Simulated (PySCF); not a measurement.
This PySCF input asks for the NMR shieldings of `FC(F)(F)P1CCC=C1[SiH3]`, C5H8F3PSi; the geometry comes from PBE0-D3(BJ)/def2-SVP.

```python
import basis_set_exchange as bse
import numpy as np
from pyscf import gto, dft
from pyscf.prop import nmr

atoms = """
F    -2.157163    2.331443   -0.713649
C    -0.944384    1.765281   -0.689739
F    -0.839902    1.027818   -1.803363
F    -0.032239    2.737669   -0.774539
P    -0.718428    0.796509    0.920881
C    -1.760144   -0.686217    0.478665
C    -0.894573   -1.659261   -0.330128
C     0.542296   -1.280626   -0.128145
C     0.819664   -0.090702    0.438072
Si    2.541678    0.577469    0.727473
H    -2.077452   -1.136361    1.431793
H    -2.674833   -0.366954   -0.042427
H    -1.120782   -1.600877   -1.409949
H    -1.076773   -2.706820   -0.038715
H     1.331287   -1.960808   -0.472828
H     3.532951   -0.449988    0.285407
H     2.757667    1.837766   -0.043182
H     2.743958    0.876618    2.177576
"""
names = dict.fromkeys(["F", "C", "P", "Si", "H"], "pcSseg-1")
basis = {el: gto.basis.parse(bse.get_basis(n, elements=[el], fmt="nwchem")) for el, n in names.items()}
mol = gto.M(atom=atoms, basis=basis, charge=0, verbose=0)
mf = dft.RKS(mol, xc="GGA_XC_KT2")
mf.grids.level = 2
mf.grids.alignment = dft.numint.BLKSIZE   # the property module wants whole blocks of grid points
mf.conv_tol = 1e-9
mf.kernel()

calc = nmr.RKS(mf)   # GIAO
sigma = calc.kernel()   # uncoupled for a functional without exact exchange
for i, s in enumerate(sigma):   # ppm
    print("%2d %-2s %9.2f" % (i, mol.atom_pure_symbol(i), np.trace(s) / 3))
```

Q: Give the expected output.

A: 
```
 0 F     230.48
 1 C      43.96
 2 F     235.63
 3 F     224.00
 4 P     316.21
 5 C     157.04
 6 C     140.09
 7 C      22.62
 8 C      57.43
 9 Si    433.41
10 H      29.31
11 H      28.88
12 H      28.17
13 H      28.37
14 H      24.06
15 H      26.77
16 H      26.67
17 H      26.69
```

These numbers come from an equivalent density-fitted implementation of the same equations, which agrees with the script to about 0.01 ppm for H and up to a few tenths of a ppm for heavy atoms, so last digits may differ.

Size and cost of the density-fitted run: 224 basis functions, 73 s wall time on 1 thread of an Arm Neoverse V1, shared host; peak memory 0.91 GiB.
